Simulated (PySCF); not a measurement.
## Ionisation energy of Pd⁶⁺ by level of theory

Pd⁶⁺ [Kr] 4d4 (5D) → Pd⁷⁺ [Kr] 4d3 (4F), as a difference of total energies. All numbers are calculated (PySCF 2.14, scalar relativity by spin-free X2C-1e, in an uncontracted even-tempered set (22 s from 0.14 bohr⁻², ratio 2.5; 16 p from 0.18 bohr⁻², ratio 2.5; 11 d from 0.18 bohr⁻², ratio 2.5; 5 f from 1.1 bohr⁻², ratio 2.7; 4 g from 1.6 bohr⁻², ratio 2.7)). The calculations carry no spin-orbit coupling.

| method | ionisation energy (eV) |
| --- | --- |
| UHF | 101.05 |
| r2SCANh | 102.17 |
| PW91 | 102.29 |

The reference lies between the lowest fine-structure levels, while these numbers refer to the centres of the terms.

For comparison: 101 ± 2 eV (theoretical estimate listed by NIST; NIST Atomic Spectra Database, ionization energies).
